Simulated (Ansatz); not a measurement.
Reaction (cleavage of the Al–Si bond): `[NH2][Al]([F])[SiH3]` + H₂S → `[NH2][Al]([F])[SH]` + SiH₄

Program: Ansatz. Geometries: PBE0-D4/def2-TZVP. ΔE: electronic, gas phase. CCSD(T)/CBS is the MP2 limit (def2-TZVPP, def2-QZVPP) plus CCSD(T) − MP2 in def2-TZVPP, frozen cores. This one scheme is used for every species. Functionals use def2-TZVPP. B3LYP here is the variant with VWN-RPA as its local correlation; programs differ in this. One conformer a species, not always the lowest.

```csv
level,ΔE (kJ/mol),difference from CCSD(T)/CBS
BLYP-D4,-96.0,5.9
B97M-V,-100.7,1.2
r2SCAN0-D4,-104.0,-2.1
PBE-QIDH,-102.7,-0.8
PBE,-86.8,15.1
PBE0,-93.0,8.9
B3LYP,-98.8,3.1
LC-ωPBE,-98.1,3.8
HF/def2-SVP,-111.9,-10.0
CCSD/def2-SVP,-100.3,1.6
CCSD(T)/CBS,-101.9,0
```

Largest T1 diagnostic among the species: 0.013.

From BLYP to BHLYP (50 % exact exchange), in def2-TZVPP and without D4, ΔE moves by −11.6 kJ/mol. Leaving LDA and LC-ωPBE aside and taking each functional with its dispersion term where it has one, the values, not all of them listed here, spread over 18.6 kJ/mol, from BHLYP-D4 to PBE-D4.
